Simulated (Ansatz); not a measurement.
C2H5O (SMILES C[CH-]O), charge -1, singlet, geometry from GFN2-xTB (a gas-phase anion, which may not be bound at this level); Ansatz (a first-principles code) with PBE/6-311G**.

The Ansatz input:
Ansatz 0.2 input:
```yaml
crystal:
  periodic: [false, false, false]
  atoms:
    - {symbol: C, position_ang: [1.11701280, -0.45538201, 0.16584940]}
    - {symbol: C, position_ang: [0.08054857, 0.68537464, 0.06351505]}
    - {symbol: O, position_ang: [-1.26679294, 0.00053142, -0.21741353]}
    - {symbol: H, position_ang: [-1.54067912, -0.29799928, 0.65522787]}
    - {symbol: H, position_ang: [0.27418481, 1.16455386, -0.94448532]}
    - {symbol: H, position_ang: [2.12245125, -0.01877928, 0.23543440]}
    - {symbol: H, position_ang: [0.95379974, -1.03911597, 1.08571755]}
    - {symbol: H, position_ang: [1.13921864, -1.19286638, -0.66877288]}
basis:
  gaussian:
    orbitals: 6-311G__.json
hamiltonian:
  xc: pbe
total_charge: -1
accuracy: high
```
The basis file holds 6-311G** in the JSON format of the Basis Set Exchange.

Task: What does Ansatz print? Leave out banner, timings and long lists.

Result: 
```
Functional definition: PBE
1765 factors; integrals over basis functions are off by at most 3.5e-9 eV
mean field evaluation 1: about -4192.0978 eV, gradient 3.8e1 eV
mean field evaluation 2: about -4168.9289 eV, gradient 8.4e1 eV
mean field evaluation 4: about -4195.7780 eV, gradient 6.2e0 eV
mean field evaluation 8: about -4195.8678 eV, gradient 2.3e-1 eV
mean field evaluation 16: about -4195.8602 eV, gradient 1.7e-5 eV
mean field -4195.86022186 eV, -154.1950190973 hartree, gradient 3.5e-8 eV, S^2 0.000000; 0 other end points of the search recorded, 0 dependent functions left out
reference -4195.86022532 eV, -154.1950192243 hartree; 13, 13 occupied and 71, 71 virtual orbitals, 1765 factors
Total energy: -4195.86022532 eV, -154.1950192243 hartree
```
